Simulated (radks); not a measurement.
The nuclear charge of the copper ion Cu+ is varied continuously with 28 electrons held in [Ar] 3d10. Calculated with a radial shooting solver on a logarithmic mesh with Libxc functionals: scalar-relativistic Kohn-Sham, LDA (Slater exchange, Perdew-Wang correlation), spin-polarised, spherical densities, point nucleus. By the Hellmann-Feynman theorem dE/dZ = E(electron-nucleus)/Z, the electronic potential at the nucleus. The scalar-relativistic energy here is not variational (the density holds large components alone), so the two differ by a part that grows with Z.

Z     E (hartree)  E(electron-nucleus)/Z (hartree)  HOMO  e(HOMO) (eV)  <r> HOMO (bohr)
28.6  -1597.63140                         -134.382    3d        -8.543            1.088
28.8  -1624.66369                         -135.669    3d       -11.163            1.049
29    -1651.95380                         -136.953    3d       -14.007            1.014
29.2  -1679.50123                         -138.235    3d       -17.062           0.9821
29.4  -1707.30555                         -139.515    3d       -20.320           0.9533
29.6  -1735.36638                         -140.794    3d       -23.771           0.9269
29.8  -1763.68343                         -142.070    3d       -27.409           0.9026
30    -1792.25643                         -143.346    3d       -31.226           0.8800

The central difference of E at Z = 29 is -137.094 hartree, to compare with the third column; the second derivative is -6.43 hartree.
